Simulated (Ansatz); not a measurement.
Calculated with Ansatz (gas phase, PBE0-D4/def2-TZVP geometries, no zero-point term in ΔE). CCSD(T)/CBS adds triple-zeta CCSD(T) − MP2 to the extrapolated MP2 energy (def2 sets, frozen cores). This one scheme is used for every species. Functionals use def2-TZVPP. B3LYP here is the variant with VWN-RPA as its local correlation; programs differ in this. One conformer a species, not always the lowest.

Reaction (ligand exchange at a B–O bond): `COB(N)O` + H–F → `COB(N)F` + H₂O

```json
{"level": "PBE-D4", "ΔE (kJ/mol)": "-24.0", "difference from CCSD(T)/CBS": "-0.3"}
{"level": "PBE0-D4", "ΔE (kJ/mol)": "-24.0", "difference from CCSD(T)/CBS": "-0.3"}
{"level": "ωB97M-V", "ΔE (kJ/mol)": "-26.5", "difference from CCSD(T)/CBS": "-2.8"}
{"level": "B3LYP", "ΔE (kJ/mol)": "-31.0", "difference from CCSD(T)/CBS": "-7.3"}
{"level": "CCSD/def2-TZVPP", "ΔE (kJ/mol)": "-25.7", "difference from CCSD(T)/CBS": "-2.0"}
{"level": "CCSD(T)/def2-TZVPP", "ΔE (kJ/mol)": "-24.1", "difference from CCSD(T)/CBS": "-0.4"}
{"level": "HF/def2-QZVPP", "ΔE (kJ/mol)": "-35.7", "difference from CCSD(T)/CBS": "-12.0"}
{"level": "SCS-MP2/def2-QZVPP", "ΔE (kJ/mol)": "-24.9", "difference from CCSD(T)/CBS": "-1.2"}
{"level": "HF/CBS(def2)", "ΔE (kJ/mol)": "-35.7", "difference from CCSD(T)/CBS": "-12.0"}
{"level": "MP2/CBS(def2)", "ΔE (kJ/mol)": "-21.3", "difference from CCSD(T)/CBS": "2.4"}
{"level": "CCSD(T)/CBS", "ΔE (kJ/mol)": "-23.7", "difference from CCSD(T)/CBS": "0"}
```

Largest T1 diagnostic among the species: 0.011.

The D4 term adds +3.6 kJ/mol with B3LYP and +1.9 kJ/mol with PBE0; it sums over pairs of atoms, weighted by their polarisabilities, and B3LYP, whose exchange is more repulsive, gets the larger term. In def2-TZVPP, CCSD(T) changes the Hartree–Fock value by +11.3 kJ/mol (the triples alone add +1.6 kJ/mol) and MP2 by +13.7 kJ/mol.
